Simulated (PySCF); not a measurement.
## Orbital picture of AlIn⁺

TPSS at R = 3.443 Å; Al x2c-SVPall, In x2c-SVPall; spin-free X2C with a Gaussian nucleus (PySCF 2.14). State: ²Σ⁺ (doublet), unpaired electrons σ ↑. Only the outer orbitals are listed, counted within each symmetry.

```csv
spin,orbital,occ.,ε (eV),on Al (%),main shells (%)
α,2δ,1,-24.65,0,100 In d
α,2δ,1,-24.65,0,100 In d
α,6π,1,-24.53,0,100 In d
α,6π,1,-24.53,0,100 In d
α,12σ,1,-24.48,0,100 In d
α,13σ,1,-13.98,32,"66 In s, 29 Al s"
α,14σ,1,-12.56,67,"66 Al s, 31 In s"
α,15σ,1,-8.62,57,"54 Al p, 40 In p"
α,7π,0,-7.67,55,"55 Al p, 44 In p"
α,7π,0,-7.67,55,"55 Al p, 44 In p"
α,8π,0,-6.65,44,"56 In p, 44 Al p"
β,2δ,1,-24.63,0,100 In d
β,2δ,1,-24.63,0,100 In d
β,6π,1,-24.46,0,100 In d
β,6π,1,-24.46,0,100 In d
β,12σ,1,-24.41,0,100 In d
β,13σ,1,-13.53,26,"72 In s, 24 Al s"
β,14σ,1,-12.08,73,"73 Al s, 26 In s"
β,15σ,0,-7.57,48,"50 In p, 44 Al p"
β,7π,0,-7.50,56,"56 Al p, 43 In p"
β,7π,0,-7.50,56,"56 Al p, 43 In p"
```

Question: Which are the highest filled and the lowest empty level, where do they sit, and how wide is the gap?

Answer: Highest filled α 15σ at -8.62 eV (in %: 54 Al p, 40 In p); lowest empty α 7π at -7.67 eV (in %: 55 Al p, 44 In p); the gap at TPSS is 0.95 eV.

```json
{
  "bond order (Mayer)": "0.60",
  "⟨S²⟩": "0.757",
  "charge on Al (Mulliken, basis-dependent)": "0.46",
  "charge on Al (Löwdin, basis-dependent)": "0.48",
  "dipole moment (positive dipole points towards In; it is taken about the centre of mass and depends on that origin)": "-4.13 D"
}
```

Spin–orbit coupling is left out. The state was picked by a PBE0 search and need not be the measured ground state.
